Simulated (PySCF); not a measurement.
Si(Cl)(Me)(OH)2 (CH5ClO2Si), SMILES C[Si](O)(O)Cl.

Geometry optimised at B3LYP-D3(BJ)/def2-SVP. Other conformers were not sampled.

Method: PBE/def2-TZVP (PySCF).

The molecule is in vacuum.

Computed frontier levels, gap, dipole moment and polarisability:
The highest occupied level is -7.42 eV. The lowest empty level is -0.30 eV, the orbital gap is 7.13 eV and the dipole moment is 0.93 D. The quadrupole, principal values (traceless, Buckingham form, about the centre of nuclear charge) is -7.90, 1.27, 6.62 D·Å, the mean static polarisability is 55.7 bohr³ (8.26 Å³) and the polarisability, principal values is 50.7, 54.5, 62.0 bohr³.
